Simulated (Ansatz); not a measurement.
Relaxation of the cluster Li14 with RKS B3LYP/def2-SVP.

```sh
$ ansatz run in.yaml --threads 4 --pin off --events-out ev --progress --plain --max-ram 3916MiB
```

```yaml
crystal:
  periodic: [false, false, false]
  atoms:
    - {symbol: Li, position_ang: [-1.076600, 0.822300, -2.313600]}
    - {symbol: Li, position_ang: [-2.909100, 0.787300, -0.586900]}
    - {symbol: Li, position_ang: [1.157400, 1.571600, -1.842200]}
    - {symbol: Li, position_ang: [2.605700, -0.652500, -0.279900]}
    - {symbol: Li, position_ang: [0.000000, 0.000000, 0.000000]}
    - {symbol: Li, position_ang: [-0.841700, 2.496100, -0.474500]}
    - {symbol: Li, position_ang: [0.846300, 0.688100, -4.400800]}
    - {symbol: Li, position_ang: [-0.516600, -1.525300, -4.370200]}
    - {symbol: Li, position_ang: [1.349900, 2.308300, 0.863800]}
    - {symbol: Li, position_ang: [-2.790200, 3.212000, -2.129200]}
    - {symbol: Li, position_ang: [-1.947200, -0.021000, 1.775300]}
    - {symbol: Li, position_ang: [-0.180600, 3.289700, -2.848100]}
    - {symbol: Li, position_ang: [0.733600, -1.100400, -2.051500]}
    - {symbol: Li, position_ang: [-1.723100, -1.386400, -1.040100]}
basis:
  gaussian: {orbitals: def2-SVP}
hamiltonian: {xc: {name: B3LYP}}
scf: {lower_state_search: "off"}
output: {orbitals: {seedname: orbitals}}
relax: {f_tol: 0.02, max_steps: 100}
```

It took 1.8 min on 4 threads of Arm Neoverse V1 on a shared host.

Positions (Å) and forces (eV/Å) at steps 1, 2, 3, 4, 5, 6, 7, 8, 9, 10, 13, 16, 17, 18, 19, 20, 21, 22, 25, 27 of 31:

```xyz
14
step=1 energy=-2862.2451 eV
Li   -1.077    0.822   -2.314   -0.361   -0.089   -1.334
Li   -2.909    0.787   -0.587   -0.488    0.302    0.230
Li    1.157    1.572   -1.842    1.298   -0.316    0.357
Li    2.606   -0.652   -0.280    0.473   -0.015    0.311
Li    0.000    0.000    0.000    0.205    0.391    0.827
Li   -0.842    2.496   -0.474   -0.513    0.229    0.749
Li    0.846    0.688   -4.401    0.273    0.418   -0.297
Li   -0.517   -1.525   -4.370   -0.551   -0.465   -0.187
Li    1.350    2.308    0.864    0.302   -0.004    0.417
Li   -2.790    3.212   -2.129   -0.767    0.284   -0.263
Li   -1.947   -0.021    1.775   -0.034   -0.012    0.483
Li   -0.181    3.290   -2.848    0.135    0.509   -0.600
Li    0.734   -1.100   -2.051    0.275   -0.388   -0.682
Li   -1.723   -1.386   -1.040   -0.246   -0.845   -0.010
14
step=2 energy=-2863.3568 eV
Li   -1.112    0.830   -2.505   -0.155   -0.116   -0.610
Li   -2.979    0.828   -0.551   -0.239    0.118    0.106
Li    1.324    1.534   -1.798    0.607   -0.130    0.257
Li    2.682   -0.662   -0.228    0.332   -0.023    0.227
Li    0.032    0.039    0.104    0.076    0.210    0.257
Li   -0.923    2.523   -0.377   -0.236    0.109    0.318
Li    0.888    0.742   -4.460    0.218    0.217   -0.277
Li   -0.610   -1.591   -4.413   -0.414   -0.263   -0.165
Li    1.397    2.312    0.944    0.207    0.015    0.340
Li   -2.916    3.261   -2.178   -0.517    0.193   -0.191
Li   -1.958   -0.021    1.861   -0.060    0.027    0.371
Li   -0.148    3.352   -2.929    0.106    0.168   -0.240
Li    0.785   -1.151   -2.142    0.135   -0.160   -0.367
Li   -1.752   -1.507   -1.026   -0.060   -0.366   -0.026
14
step=3 energy=-2863.9758 eV
Li   -1.148    0.788   -2.675   -0.021   -0.066   -0.200
Li   -3.034    0.851   -0.514   -0.094    0.022    0.020
Li    1.494    1.498   -1.706    0.195   -0.018    0.089
Li    2.780   -0.678   -0.143    0.147   -0.027    0.129
Li    0.048    0.111    0.152    0.038    0.050    0.023
Li   -0.986    2.564   -0.303   -0.072    0.067    0.105
Li    0.968    0.783   -4.567    0.127    0.073   -0.148
Li   -0.783   -1.647   -4.494   -0.258   -0.097   -0.080
Li    1.453    2.316    1.102    0.091    0.012    0.217
Li   -3.095    3.300   -2.251   -0.267    0.084   -0.107
Li   -1.969    0.024    1.991   -0.030    0.066    0.204
Li   -0.123    3.345   -2.969    0.055   -0.015   -0.044
Li    0.840   -1.178   -2.273    0.073   -0.016   -0.169
Li   -1.738   -1.588   -1.047    0.016   -0.134   -0.039
14
step=4 energy=-2864.1936 eV
Li   -1.145    0.754   -2.761    0.002   -0.047   -0.040
Li   -3.060    0.846   -0.510   -0.022   -0.018   -0.018
Li    1.596    1.491   -1.636    0.069    0.011    0.026
Li    2.844   -0.697   -0.066    0.043   -0.017    0.063
Li    0.060    0.143    0.153    0.009    0.005   -0.022
Li   -1.022    2.600   -0.258   -0.008    0.034    0.048
Li    1.038    0.798   -4.656    0.052    0.020   -0.071
Li   -0.970   -1.664   -4.540   -0.130   -0.017   -0.012
Li    1.477    2.297    1.259    0.013   -0.019    0.108
Li   -3.240    3.307   -2.319   -0.111    0.016   -0.052
Li   -1.958    0.132    2.093    0.012    0.095    0.080
Li   -0.111    3.301   -2.971    0.011   -0.050    0.019
Li    0.895   -1.167   -2.392    0.027    0.026   -0.072
Li   -1.697   -1.650   -1.093    0.034   -0.039   -0.056
14
step=5 energy=-2864.2784 eV
Li   -1.136    0.725   -2.793   -0.002   -0.028    0.011
Li   -3.058    0.814   -0.528    0.011   -0.020   -0.019
Li    1.663    1.496   -1.596    0.024    0.009    0.011
Li    2.862   -0.720   -0.012    0.003   -0.010    0.031
Li    0.058    0.148    0.129   -0.012    0.008   -0.015
Li   -1.042    2.624   -0.219    0.005   -0.001    0.034
Li    1.068    0.813   -4.718    0.017    0.004   -0.033
Li   -1.096   -1.658   -4.558   -0.060    0.009    0.013
Li    1.463    2.246    1.373   -0.022   -0.035    0.044
Li   -3.328    3.282   -2.363   -0.032   -0.014   -0.026
Li   -1.917    0.310    2.165    0.045    0.109    0.009
Li   -0.112    3.253   -2.944   -0.013   -0.038    0.036
Li    0.936   -1.139   -2.474    0.006    0.030   -0.027
Li   -1.654   -1.705   -1.162    0.029   -0.020   -0.068
14
step=6 energy=-2864.3271 eV
Li   -1.133    0.705   -2.798   -0.008   -0.011    0.017
Li   -3.039    0.780   -0.542    0.019   -0.016   -0.006
Li    1.702    1.500   -1.573    0.010    0.004    0.011
Li    2.854   -0.740    0.025   -0.009   -0.007    0.018
Li    0.045    0.144    0.099   -0.020    0.012    0.000
Li   -1.053    2.637   -0.191    0.002   -0.015    0.027
Li    1.075    0.826   -4.751    0.005   -0.001   -0.015
Li   -1.162   -1.644   -4.562   -0.030    0.013    0.012
Li    1.429    2.190    1.440   -0.028   -0.033    0.013
Li   -3.368    3.248   -2.390    0.003   -0.024   -0.016
Li   -1.853    0.487    2.202    0.054    0.104   -0.011
Li   -0.123    3.218   -2.905   -0.020   -0.022    0.032
Li    0.959   -1.111   -2.518    0.004    0.022   -0.012
Li   -1.623   -1.751   -1.234    0.019   -0.026   -0.070
14
step=7 energy=-2864.3657 eV
Li   -1.137    0.693   -2.795   -0.012    0.002    0.013
Li   -3.013    0.745   -0.541    0.013   -0.017    0.009
Li    1.723    1.500   -1.554    0.005    0.000    0.012
Li    2.834   -0.757    0.057   -0.010   -0.006    0.012
Li    0.021    0.138    0.078   -0.018    0.001    0.005
Li   -1.062    2.640   -0.168   -0.001   -0.007    0.011
Li    1.076    0.836   -4.768    0.000    0.001   -0.004
Li   -1.202   -1.625   -4.569   -0.013    0.011   -0.002
Li    1.390    2.141    1.478   -0.014   -0.019   -0.003
Li   -3.381    3.206   -2.411    0.015   -0.026   -0.011
Li   -1.774    0.667    2.231    0.036    0.083   -0.002
Li   -0.140    3.195   -2.865   -0.016   -0.007    0.023
Li    0.975   -1.086   -2.545    0.006    0.013   -0.004
Li   -1.602   -1.802   -1.324    0.008   -0.029   -0.060
14
step=8 energy=-2864.3938 eV
Li   -1.146    0.686   -2.785   -0.012    0.006    0.011
Li   -2.990    0.703   -0.517    0.006   -0.014    0.022
Li    1.731    1.493   -1.535   -0.001   -0.001    0.010
Li    2.809   -0.777    0.087   -0.002   -0.002    0.008
Li   -0.010    0.121    0.079   -0.010   -0.013    0.005
Li   -1.068    2.640   -0.155   -0.004    0.004   -0.008
Li    1.076    0.849   -4.772   -0.002    0.003    0.004
Li   -1.222   -1.596   -4.596   -0.001    0.011   -0.016
Li    1.376    2.114    1.479    0.004   -0.005   -0.012
Li   -3.379    3.149   -2.431    0.015   -0.025   -0.007
Li   -1.711    0.848    2.269    0.009    0.053    0.015
Li   -0.155    3.185   -2.827   -0.003    0.002    0.010
Li    0.987   -1.065   -2.563    0.003    0.004    0.002
Li   -1.591   -1.859   -1.432   -0.002   -0.021   -0.043
14
step=9 energy=-2864.4136 eV
Li   -1.140    0.671   -2.760   -0.041    0.039   -0.005
Li   -2.966    0.664   -0.423   -0.013   -0.017    0.006
Li    1.715    1.485   -1.511    0.001   -0.011   -0.005
Li    2.775   -0.798    0.114    0.018    0.007    0.005
Li   -0.051    0.101    0.115   -0.003   -0.053   -0.003
Li   -1.066    2.637   -0.176   -0.007    0.019    0.001
Li    1.083    0.862   -4.768    0.005    0.004    0.021
Li   -1.201   -1.555   -4.679    0.005    0.016   -0.004
Li    1.388    2.094    1.450    0.015    0.014    0.000
Li   -3.386    3.073   -2.440    0.022   -0.027   -0.002
Li   -1.672    1.026    2.352    0.004    0.037   -0.001
Li   -0.163    3.182   -2.833    0.000    0.007    0.001
Li    0.986   -1.058   -2.562    0.024   -0.004   -0.005
Li   -1.596   -1.897   -1.577   -0.030   -0.030   -0.008
14
step=10 energy=-2864.4300 eV
Li   -1.186    0.694   -2.751    0.014   -0.026    0.030
Li   -2.973    0.608   -0.363    0.005    0.005    0.020
Li    1.704    1.456   -1.501   -0.008    0.008   -0.007
Li    2.813   -0.785    0.137    0.021    0.012   -0.011
Li   -0.072    0.013    0.137   -0.010    0.028    0.021
Li   -1.072    2.643   -0.186    0.000   -0.041   -0.010
Li    1.107    0.883   -4.721    0.005   -0.006    0.010
Li   -1.191   -1.491   -4.727    0.008    0.013   -0.018
Li    1.407    2.090    1.420    0.001    0.002   -0.009
Li   -3.378    2.995   -2.455    0.006   -0.018    0.005
Li   -1.634    1.210    2.386   -0.011    0.004   -0.010
Li   -0.161    3.197   -2.827    0.015    0.013   -0.003
Li    0.999   -1.065   -2.560   -0.030   -0.012    0.007
Li   -1.657   -1.959   -1.687   -0.016    0.019   -0.025
14
step=13 energy=-2864.4668 eV
Li   -1.108    0.704   -2.652   -0.001   -0.016    0.001
Li   -2.989    0.526   -0.120    0.000    0.002   -0.009
Li    1.613    1.417   -1.501    0.014   -0.002    0.018
Li    3.057   -0.589   -0.015   -0.014    0.000   -0.014
Li   -0.059   -0.099    0.262    0.005    0.006    0.017
Li   -1.076    2.509   -0.280    0.006    0.017    0.005
Li    1.380    0.765   -4.472    0.003   -0.009    0.000
Li   -1.152   -1.159   -4.902   -0.003    0.006    0.007
Li    1.470    2.070    1.395   -0.001   -0.018    0.005
Li   -3.437    2.613   -2.415   -0.003   -0.014   -0.009
Li   -1.631    1.535    2.420    0.007    0.000    0.009
Li   -0.203    3.255   -2.957   -0.018   -0.014   -0.015
Li    0.904   -1.246   -2.420   -0.013    0.020   -0.001
Li   -2.061   -1.812   -2.040    0.018    0.020   -0.015
14
step=16 energy=-2864.5233 eV
Li   -1.010    0.694   -2.559   -0.015   -0.014    0.032
Li   -2.959    0.499    0.032   -0.005   -0.011   -0.001
Li    1.535    1.463   -1.438    0.010    0.013    0.019
Li    3.180   -0.465   -0.245   -0.015   -0.008   -0.018
Li   -0.030   -0.099    0.350   -0.004    0.033    0.006
Li   -1.055    2.495   -0.311    0.006    0.017    0.013
Li    1.693    0.590   -4.223   -0.011   -0.011    0.002
Li   -1.163   -0.746   -4.968   -0.007    0.063    0.038
Li    1.575    1.961    1.503    0.003   -0.013    0.002
Li   -3.518    2.119   -2.487    0.029   -0.073   -0.066
Li   -1.590    1.688    2.460    0.017   -0.012    0.023
Li   -0.356    3.168   -3.230   -0.007   -0.064   -0.026
Li    0.795   -1.344   -2.297   -0.017    0.026   -0.014
Li   -2.388   -1.535   -2.285    0.016    0.056   -0.008
14
step=17 energy=-2864.5736 eV
Li   -0.989    0.681   -2.506    0.007    0.042    0.051
Li   -2.960    0.497    0.051   -0.017    0.009    0.011
Li    1.537    1.487   -1.413    0.004    0.020   -0.013
Li    3.173   -0.468   -0.292    0.002   -0.006   -0.019
Li   -0.028   -0.059    0.360   -0.015    0.004    0.001
Li   -1.058    2.517   -0.296    0.016    0.011    0.002
Li    1.724    0.560   -4.192    0.008    0.006    0.012
Li   -1.189   -0.604   -4.934   -0.022    0.084    0.024
Li    1.599    1.942    1.529    0.005   -0.006    0.008
Li   -3.500    1.955   -2.589    0.023   -0.085   -0.074
Li   -1.568    1.671    2.484    0.014   -0.012    0.030
Li   -0.377    3.085   -3.303   -0.006   -0.054   -0.040
Li    0.769   -1.334   -2.297    0.000   -0.015    0.011
Li   -2.426   -1.441   -2.300   -0.021    0.002   -0.006
14
step=18 energy=-2864.6155 eV
Li   -0.954    0.630   -2.418   -0.014    0.192   -0.011
Li   -2.957    0.514    0.093   -0.022   -0.022   -0.007
Li    1.517    1.512   -1.393   -0.015    0.040   -0.048
Li    3.177   -0.427   -0.417    0.035   -0.018   -0.020
Li   -0.023   -0.050    0.420   -0.035    0.006   -0.029
Li   -1.054    2.529   -0.303    0.010    0.011    0.020
Li    1.882    0.484   -4.096   -0.028   -0.003    0.039
Li   -1.220   -0.418   -4.952    0.015    0.105    0.081
Li    1.623    1.912    1.559    0.019    0.005    0.014
Li   -3.503    1.792   -2.630    0.042   -0.062   -0.089
Li   -1.553    1.701    2.519    0.017   -0.007    0.028
Li   -0.456    3.034   -3.429    0.005   -0.154    0.006
Li    0.740   -1.366   -2.264    0.018   -0.040   -0.005
Li   -2.510   -1.357   -2.387   -0.049   -0.053    0.022
14
step=19 energy=-2864.6734 eV
Li   -0.962    0.708   -2.369   -0.049   -0.188    0.083
Li   -2.977    0.500    0.098   -0.015    0.032   -0.001
Li    1.506    1.549   -1.414    0.024    0.004    0.022
Li    3.211   -0.419   -0.491    0.008    0.006   -0.044
Li   -0.049   -0.039    0.409   -0.012    0.033   -0.005
Li   -1.050    2.548   -0.281   -0.001    0.030    0.045
Li    1.910    0.453   -4.023    0.000   -0.001    0.007
Li   -1.214   -0.239   -4.877   -0.006    0.072    0.042
Li    1.651    1.898    1.576   -0.007   -0.014   -0.008
Li   -3.480    1.673   -2.740   -0.001   -0.005   -0.078
Li   -1.531    1.708    2.555    0.014   -0.029    0.005
Li   -0.468    2.904   -3.491    0.016    0.005   -0.071
Li    0.731   -1.401   -2.254   -0.041    0.039   -0.002
Li   -2.569   -1.354   -2.397    0.070    0.017    0.005
14
step=20 energy=-2864.7207 eV
Li   -0.985    0.690   -2.231   -0.083   -0.071    0.000
Li   -3.043    0.603    0.081   -0.021    0.024   -0.011
Li    1.497    1.589   -1.415    0.025    0.012    0.012
Li    3.223   -0.396   -0.643    0.036   -0.003   -0.028
Li   -0.104   -0.015    0.377   -0.011   -0.006    0.058
Li   -1.024    2.613   -0.225    0.002    0.020    0.040
Li    1.945    0.437   -3.950    0.032    0.003   -0.024
Li   -1.212   -0.084   -4.749   -0.002   -0.024   -0.047
Li    1.649    1.852    1.564    0.000   -0.008    0.019
Li   -3.462    1.596   -2.902   -0.001   -0.005   -0.035
Li   -1.512    1.620    2.579    0.018   -0.002    0.021
Li   -0.470    2.775   -3.577    0.008    0.027   -0.018
Li    0.737   -1.408   -2.260   -0.048    0.032    0.004
Li   -2.532   -1.382   -2.348    0.043    0.001    0.010
14
step=21 energy=-2864.7467 eV
Li   -1.060    0.700   -2.202   -0.037    0.033    0.040
Li   -3.101    0.713    0.066   -0.015   -0.001   -0.021
Li    1.490    1.612   -1.396   -0.020   -0.025    0.000
Li    3.309   -0.369   -0.811    0.017   -0.005   -0.016
Li   -0.154   -0.020    0.444   -0.043    0.013   -0.023
Li   -0.982    2.638   -0.135    0.025   -0.010    0.006
Li    2.027    0.432   -3.918    0.012   -0.003   -0.014
Li   -1.191   -0.076   -4.760    0.016   -0.058    0.000
Li    1.677    1.787    1.618    0.005   -0.002   -0.004
Li   -3.499    1.498   -3.069   -0.020    0.015   -0.002
Li   -1.489    1.594    2.652    0.003    0.001    0.001
Li   -0.471    2.737   -3.632    0.010    0.020    0.028
Li    0.673   -1.354   -2.240    0.034    0.026   -0.009
Li   -2.523   -1.403   -2.315    0.013   -0.003    0.013
14
step=22 energy=-2864.7761 eV
Li   -1.144    0.739   -2.132   -0.068    0.058   -0.029
Li   -3.200    0.844    0.036    0.000   -0.002   -0.015
Li    1.463    1.571   -1.392    0.011   -0.036   -0.016
Li    3.426   -0.353   -0.966    0.000    0.009   -0.007
Li   -0.276   -0.023    0.445   -0.040   -0.014    0.000
Li   -0.920    2.665   -0.069    0.011   -0.016    0.022
Li    2.118    0.460   -3.940    0.013    0.005   -0.020
Li   -1.132   -0.146   -4.693    0.015   -0.012    0.012
Li    1.689    1.684    1.630   -0.003   -0.010   -0.009
Li   -3.558    1.430   -3.201    0.011   -0.012    0.010
Li   -1.488    1.574    2.687    0.008    0.009   -0.013
Li   -0.465    2.726   -3.620   -0.001   -0.015    0.024
Li    0.690   -1.261   -2.256    0.047    0.024    0.021
Li   -2.496   -1.422   -2.227   -0.005    0.011    0.021
14
step=25 energy=-2864.8329 eV
Li   -1.356    0.905   -2.040    0.029    0.002   -0.003
Li   -3.409    1.142   -0.032    0.006   -0.002    0.003
Li    1.441    1.583   -1.513   -0.001    0.010   -0.001
Li    3.701   -0.115   -1.203   -0.003   -0.001    0.002
Li   -0.712   -0.113    0.441   -0.008    0.011    0.022
Li   -0.768    2.636    0.103   -0.003   -0.014   -0.003
Li    2.270    0.469   -4.047   -0.012    0.002   -0.002
Li   -0.965   -0.245   -4.485    0.000    0.009    0.004
Li    1.671    1.172    1.473   -0.010   -0.011   -0.026
Li   -3.620    1.229   -3.502    0.015   -0.007    0.000
Li   -1.407    1.532    2.780    0.005   -0.007    0.006
Li   -0.465    2.666   -3.672   -0.006    0.000   -0.018
Li    0.813   -1.007   -2.033   -0.001    0.008    0.026
Li   -2.485   -1.364   -1.969   -0.011    0.001   -0.011
14
step=27 energy=-2864.8515 eV
Li   -1.345    0.937   -2.017    0.118    0.068    0.043
Li   -3.488    1.237   -0.052    0.014   -0.009   -0.005
Li    1.525    1.776   -1.623   -0.087   -0.016    0.026
Li    3.805    0.015   -1.300    0.034    0.000    0.019
Li   -0.970   -0.168    0.513   -0.017   -0.008   -0.006
Li   -0.754    2.564    0.200    0.014   -0.028   -0.038
Li    2.216    0.429   -4.009    0.001   -0.002   -0.075
Li   -0.904   -0.298   -4.384    0.015   -0.020   -0.017
Li    1.613    0.879    1.226    0.009   -0.003    0.000
Li   -3.539    1.220   -3.597   -0.013   -0.002   -0.010
Li   -1.341    1.475    2.886    0.000   -0.008    0.009
Li   -0.510    2.618   -3.824    0.007   -0.015    0.010
Li    0.929   -0.888   -1.764   -0.069    0.071    0.037
Li   -2.529   -1.306   -1.954   -0.027   -0.029    0.007
```

The restricted singlet is unstable towards broken spin symmetry in Hartree–Fock (as tested in another run); at B3LYP/def2-SVP this wasn't settled. Another isomer (singlet) lies 0.04 eV lower at PBE0/def2-TZVP; other spin states weren't run for this one.
